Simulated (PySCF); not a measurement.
**`[Se]1N=C2C=CC([Se]C)=CC2=N1`, C7H6N2Se2**

Geometry:
```json
{"atom": "C1", "x (Å)": "-3.130", "y (Å)": "-0.625", "z (Å)": "-0.667"}
{"atom": "Se2", "x (Å)": "-2.323", "y (Å)": "1.123", "z (Å)": "-0.831"}
{"atom": "C3", "x (Å)": "-0.523", "y (Å)": "0.685", "z (Å)": "-0.441"}
{"atom": "C4", "x (Å)": "0.390", "y (Å)": "1.801", "z (Å)": "-0.474"}
{"atom": "C5", "x (Å)": "1.719", "y (Å)": "1.655", "z (Å)": "-0.216"}
{"atom": "C6", "x (Å)": "2.228", "y (Å)": "0.354", "z (Å)": "0.097"}
{"atom": "N7", "x (Å)": "3.493", "y (Å)": "0.086", "z (Å)": "0.365"}
{"atom": "Se8", "x (Å)": "3.585", "y (Å)": "-1.663", "z (Å)": "0.683"}
{"atom": "N9", "x (Å)": "1.847", "y (Å)": "-1.951", "z (Å)": "0.428"}
{"atom": "C10", "x (Å)": "1.307", "y (Å)": "-0.779", "z (Å)": "0.132"}
{"atom": "C11", "x (Å)": "-0.080", "y (Å)": "-0.578", "z (Å)": "-0.145"}
{"atom": "H12", "x (Å)": "-3.007", "y (Å)": "-1.016", "z (Å)": "0.352"}
{"atom": "H13", "x (Å)": "-4.200", "y (Å)": "-0.489", "z (Å)": "-0.876"}
{"atom": "H14", "x (Å)": "-2.704", "y (Å)": "-1.321", "z (Å)": "-1.401"}
{"atom": "H15", "x (Å)": "-0.006", "y (Å)": "2.792", "z (Å)": "-0.715"}
{"atom": "H16", "x (Å)": "2.407", "y (Å)": "2.501", "z (Å)": "-0.242"}
{"atom": "H17", "x (Å)": "-0.737", "y (Å)": "-1.447", "z (Å)": "-0.110"}
```

Computed with PySCF 2.14.0, quadratic response CAM-B3LYP/def2-SVPD first hyperpolarisability, Taylor convention, gas phase. Geometry: PBE0-D3(BJ)/def2-SVP.

The calculation is non-relativistic, which matters for the atoms heavier than Zn.

(1) Give the tensor of the second harmonic β(−2ω;ω,ω) at 1907 nm in the axes of these coordinates.

Results:

(1) In au, Taylor convention; rows are the first index (the induced dipole):
|  | xx | yy | zz | xy | xz | yz |
| --- | --- | --- | --- | --- | --- | --- |
| x | -1344.5 | -195.3 | -74.1 | +633.6 | -349.0 | +151.9 |
| y | +663.1 | -32.7 | +9.2 | -226.9 | +162.4 | -44.0 |
| z | -354.3 | -38.6 | +0.9 | +157.4 | -75.2 | +6.4 |

Norm of βᵢ = ⅓ Σⱼ (βᵢⱼⱼ + βⱼᵢⱼ + βⱼⱼᵢ): 1791.9 au, hyper-Rayleigh value 773.7 au.
